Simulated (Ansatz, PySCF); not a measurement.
Reaction R1 → P1 + P2, each structure at its B3LYP-D3(BJ)/def2-TZVP stationary point, reached from a drawn start (curvature not checked).
P1: SiH4 (SMILES [SiH4]), charge 0, multiplicity 1.
R1, Si2H6 (SMILES [SiH3][SiH3]) (charge 0, multiplicity 1):
```xyz
8

Si    -1.166     0.119    -0.017
Si     1.166    -0.119     0.017
H     -1.763    -0.812    -1.006
H     -1.537     1.506    -0.388
H     -1.734    -0.183     1.319
H      1.537    -1.506     0.388
H      1.763     0.812     1.006
H      1.734     0.183    -1.319
```
P2: SiH2 (SMILES [SiH2]), charge 0, multiplicity 1.

| level | reaction energy (kcal/mol) | minus CCSD(T)/CBS(cc-pV(T+d)Z, cc-pV(Q+d)Z) |
|---|---|---|
| PBE-D3(BJ)/def2-TZVPP | 60.33 | 2.92 |
| PBE-D4/def2-TZVPP | 60.36 | 2.94 |
| BLYP/def2-TZVPP | 50.73 | -6.68 |
| revPBE/def2-TZVPP | 55.49 | -1.92 |
| r2SCAN-D3(BJ)/def2-TZVPP | 62.72 | 5.31 |
| r2SCAN-D4/def2-TZVPP | 62.63 | 5.22 |
| B3LYP-D4/def2-TZVPP | 55.84 | -1.57 |
| PBE0-D4/def2-TZVPP | 61.64 | 4.23 |
| BHLYP-D4/def2-TZVPP | 57.34 | -0.07 |
| wB97M-V/def2-TZVPP | 54.79 | -2.62 |
| B2PLYP/def2-TZVPP | 55.27 | -2.14 |
| MP2/cc-pV(Q+d)Z | 59.27 | 1.86 |
| SCS-MP2/cc-pV(Q+d)Z | 56.36 | -1.05 |
| CCSD(T)/CBS(cc-pV(T+d)Z, cc-pV(Q+d)Z) | 57.41 | 0.00 |

 The comparison column counts from a level with limits of its own.

P less R. No zero-point or thermal terms.

Cores are frozen in the correlated methods. CBS: X⁻³ extrapolation of the correlation energy, Hartree–Fock from the larger set.

Codes used: Ansatz (Gaussian basis) for Hartree–Fock, density functionals and correlated methods; PySCF for the D3/D4 terms. No computed number here is a measurement.

Ansatz is a program for electronic structure.
